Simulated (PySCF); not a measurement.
Ga(H)(F)(Et) (C2H6FGa), SMILES C[CH2][GaH][F]. Atoms are numbered in the order given.

```xyz
10

Ga    -0.3218    -0.4715     0.0000
H     -1.8703    -0.7785     0.0000
F      0.6632    -1.9580     0.0000
C      0.7339     1.1989     0.0000
C     -0.0760     2.4996     0.0000
H      1.4062     1.1339    -0.8834
H      1.4062     1.1339     0.8834
H     -0.7321     2.5821     0.8910
H     -0.7321     2.5821    -0.8910
H      0.5832     3.3935     0.0000
```
Charge 0, spin multiplicity 1.

Geometry optimised at PBE-D3(BJ)/def2-SVP. The structure was generated by enumeration; whether it is a known compound was not checked. The values are those of a single conformer.

All values below come from PBE-D3(BJ)/def2-SVP (PySCF).

Frequencies are harmonic and unscaled.

Computed harmonic wavenumbers and intensities:
```
mode  ν (cm⁻¹)  IR (km/mol)  Raman (Å⁴/amu)  depolarisation  moving atoms (share of kinetic energy)
----  --------  -----------  --------------  --------------  --------------------------------------
1           26          2.0             0.0               –          H 35 %, C 28 %, F 28 %, Ga 9 %
2          113          5.9             0.7            0.63         F 43 %, Ga 22 %, C 19 %, H 15 %
3          195          0.9             0.3            0.75                           H 90 %, C 9 %
4          254          6.1             3.4            0.45         C 56 %, H 20 %, F 13 %, Ga 11 %
5          395         22.9             3.8            0.75                                  H 93 %
6          528         37.2            11.9            0.11                 C 56 %, H 24 %, Ga 18 %
7          610        105.1            22.8            0.51                                  H 84 %
8          626         41.7             1.5            0.75                          H 78 %, C 19 %
9          662         37.3             5.7            0.49                         F 74 %, Ga 18 %
10         912          2.2             0.1            0.75                           H 91 %, C 9 %
11         939          5.0             2.5            0.48                          H 83 %, C 16 %
12        1028          7.1             4.4            0.67                          C 73 %, H 27 %
13        1170          3.5            15.1            0.20                          H 63 %, C 37 %
14        1198          2.2             1.8            0.75                          H 77 %, C 23 %
15        1348          5.2             8.6            0.66                          H 83 %, C 17 %
16        1377          3.0             8.5            0.71                          H 89 %, C 11 %
17        1421          2.4            17.0            0.74                                  H 97 %
18        1429          7.0            19.8            0.75                                  H 97 %
19        1910        179.2           221.5            0.20                                  H 99 %
20        2962         35.9           148.4            0.04                                  H 97 %
21        2974          8.2           141.2            0.08                                  H 95 %
22        3021          1.2           119.2            0.75                           H 91 %, C 9 %
23        3039         17.2           112.4            0.68                           H 91 %, C 9 %
24        3053         21.1            28.6            0.75                           H 91 %, C 9 %
```
